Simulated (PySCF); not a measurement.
Computed shifts of a molecule CH₁₀N₂Si₃, PBE/pcSseg-1 (PySCF), GIAO, gas phase, atoms alike by connectivity averaged where their shifts nearly agree, in ppm (number of nuclei): ¹⁵N: 75.3 (1), 53.4 (1). ²⁹Si: -5.8 (1), -38.0 (1), -120.4 (1). ¹³C: 34.1 (1). ¹H: 4.82 (2), 3.68 (3), 3.46 (1), 3.37 (1), 1.53 (1), 1.45 (1), 1.36 (1). References: ¹⁵N against NH3 (σ = 267.0 ppm); ²⁹Si against TMS (σ = 335.4 ppm); ¹³C against TMS (σ = 182.0 ppm); ¹H against TMS (σ = 31.49 ppm), references at their B3LYP-D3(BJ)/def2-TZVP geometries, non-relativistic. Geometry: PBE0-D3(BJ)/def2-SVP. The values are those of a single conformer.

Problem. Which structure fits?
A. [SiH3]N1C[SiH2]N[SiH2]1
B. N[SiH2][SiH2]/N=C\[SiH3]
C. [SiH3][Si@@H]1NC[SiH2]N1
D. N[Si@@]1([SiH3])NC[SiH2]1

Solution. D, N[Si@@]1([SiH3])NC[SiH2]1
